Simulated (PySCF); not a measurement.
# Ca⁺ (calcium, charge +1): UHF calculation

Configuration: [Ar] 4s1, 2S determinant. Computed with PySCF 2.14 in aug-cc-pVTZ-X2C, with scalar relativity by spin-free X2C-1e.

- Total energy: -679.447838 hartree
- One-electron energy: -925.5397 hartree
- Hartree (Coulomb) energy: 281.4380 hartree
- Exchange energy: -35.3461 hartree
- ⟨S²⟩: 0.7502
- ⟨L²⟩: 0.000
- Sum of ⟨r⟩: 16.48 bohr
- Sum of ⟨r²⟩: 31.14 bohr²
- Langevin diamagnetic susceptibility: -24.7 ×10⁻⁶ cm³/mol

| shell | electrons | mean orbital energy (hartree) | rms radius, mean of both spins (bohr) |
| --- | --- | --- | --- |
| 1s α | 1 | -150.36154 | 0.0888 |
| 1s β | 1 | -150.35896 | 0.0888 |
| 2s α | 1 | -17.21171 | 0.393 |
| 2s β | 1 | -17.20723 | 0.393 |
| 2p α | 3 | -13.88466 | 0.362 |
| 2p β | 3 | -13.88325 | 0.362 |
| 3s α | 1 | -2.50886 | 1.24 |
| 3s β | 1 | -2.49738 | 1.24 |
| 3p α | 3 | -1.58366 | 1.38 |
| 3p β | 3 | -1.57916 | 1.38 |
| 4s α | 1 | -0.41809 | 3.95 |

Densities and radii are taken from the X2C orbitals without a picture-change correction, which distorts them close to the nucleus.
